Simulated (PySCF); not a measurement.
Problem. Give a PBE0-D3(BJ)/def2-SVP geometry of [In(CN)4]-, `N#[C][In-]([C]#N)([C]#N)[C]#N`. (Charge -1.)

Solution. 
```
atom  x, y, z in Å
In1    0.0069   -0.0080    0.0020
C2     0.0059   -0.0196    2.1607
N3     0.0125   -0.0261    3.3227
C4     2.0444   -0.0088   -0.7085
N5     3.1421   -0.0076   -1.0893
C6    -0.9964    1.7619   -0.7199
N7    -1.5306    2.7152   -1.1153
C8    -1.0063   -1.7649   -0.7371
N9    -1.5458   -2.7116   -1.1409
```

Any rigid rotation of these coordinates is as good. Atoms count from 1 in this order. All 4 C–N bonds measure 1.162 Å. In1 (indium bonded to 4 C) is tetrahedral (angles from 109.2° to 109.8°). All 4 C–In bonds measure 2.158 to 2.159 Å.

Bonds between heavy atoms (Å): In1–C2 2.159, In1–C4 2.158, In1–C6 2.159, In1–C8 2.159, C2–N3 1.162, C4–N5 1.162, C6–N7 1.162, C8–N9 1.162.

The calculation used PBE0-D3(BJ)/def2-SVP geometry optimisation, gas phase, def2 core potentials past Kr in PySCF.

Point group: Td (every atom within 0.08 Å of its image). No PBE0-D3(BJ)/def2-SVP frequencies stand behind this structure, so it isn't proved a minimum. The geometry's basis has no diffuse functions, a weakness for an anion.
